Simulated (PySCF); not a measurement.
CH5BrFNSi, SMILES C[Si](N)(Br)F.

Geometry: PBE-D3(BJ)/def2-SVP. This is a generated structure with no PubChem entry under its InChIKey; it may be hypothetical. The values are those of a single conformer.

The numbers are results of PBE/def2-TZVP run with PySCF, not measurements.

Q: Estimate the frontier levels, gap, dipole moment and polarisability. (Estimate from the structure and the level; the computed values follow.)

A: 
highest occupied level: -6.62 eV
lowest empty level: -0.41 eV
orbital gap: 6.21 eV
dipole moment: 2.57 D
quadrupole, principal values (traceless, Buckingham form, about the centre of nuclear charge): -10.63, 3.62, 7.01 D·Å
mean static polarisability: 64.5 bohr³ (9.56 Å³)
polarisability, principal values: 54.5, 63.1, 76.0 bohr³
